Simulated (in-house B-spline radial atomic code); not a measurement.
A fraction x of an electron is removed from 4f in Tb3+, starting from [Xe] 4f8 and keeping the highest spin. Method: scalar-relativistic (X2C) LC-wPBE, spin-polarised, spherical fractional occupations, Fermi nucleus of rms radius 5.06 fm. Calculated with a radial B-spline atomic code at the basis-set limit.

Caution: exact exchange at fractional occupations of open shells leaves self-interaction of up to several eV.

| x | E(x) - E(0) (eV) | 4f down level (eV) |
| --- | --- | --- |
| 0 | 0.0000 | -26.985 |
| 0.24 | 6.9576 | -31.017 |
| 0.37 | 11.1352 | -33.260 |
| 0.44 | 13.5062 | -34.484 |
| 0.5 | 15.6069 | -35.542 |
| 0.64 | 20.7574 | -38.043 |
| 0.86 | 29.5668 | -42.060 |
| 0.91 | 31.6931 | -42.987 |
